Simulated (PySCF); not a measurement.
## SMILES N[SiH]1CCCCC1, C5H13NSi

Geometry:
```
atom   x (Å)   y (Å)   z (Å)
  N1   2.206  -0.440   0.721
 Si2   1.182   0.357  -0.443
  C3   0.089  -0.948  -1.244
  C4  -0.953  -1.460  -0.241
  C5  -1.806  -0.356   0.386
  C6  -1.036   0.633   1.263
  C7  -0.006   1.472   0.497
  H8   2.729   0.130   1.378
  H9   2.785  -1.214   0.409
 H10   1.921   1.142  -1.494
 H11  -0.414  -0.483  -2.112
 H12   0.689  -1.779  -1.650
 H13  -0.437  -2.009   0.566
 H14  -1.618  -2.191  -0.733
 H15  -2.599  -0.825   0.994
 H16  -2.329   0.199  -0.415
 H17  -0.522   0.071   2.062
 H18  -1.757   1.297   1.771
 H19   0.535   2.151   1.177
 H20  -0.515   2.121  -0.239
```

Level of theory: quadratic response B3LYP/def2-SVPD first hyperpolarisability, Taylor convention, gas phase (PySCF 2.14.0). Geometry: PBE0-D3(BJ)/def2-SVP.

(1) What is the first hyperpolarisability, and how does it disperse?

(2) Which lowest excitations, dipole and polarisabilities go with it?

Answers

(1) In au, Taylor convention; the vector part is βᵢ = ⅓ Σⱼ (βᵢⱼⱼ + βⱼᵢⱼ + βⱼⱼᵢ); β∥ is 3/5 of the vector part along the dipole, the dipole points from − to +:
```
                   process  λ (nm)  β vector norm    β∥  β HRS  depolarisation ratio
           static β(0;0,0)       ∞          182.5  12.0   68.5                  7.63
second harmonic β(−2ω;ω,ω)    1907          189.3  12.7   71.0                  7.59
         Pockels β(−ω;ω,0)    1907          184.7  12.2      –                     –
second harmonic β(−2ω;ω,ω)    1064          205.7  14.3   77.3                  7.48
         Pockels β(−ω;ω,0)    1064          189.8  12.7      –                     –
```

(2) S1 6.12 eV (f = 0.014); S2 6.79 eV (f = 0.002); S3 6.98 eV (f = 0.036); dipole 0.61 D; isotropic α 91.9 au static, 92.1 au at 1907 nm, 92.6 au at 1064 nm, 92.8 au at 953.5 nm, 94.9 au at 532 nm.
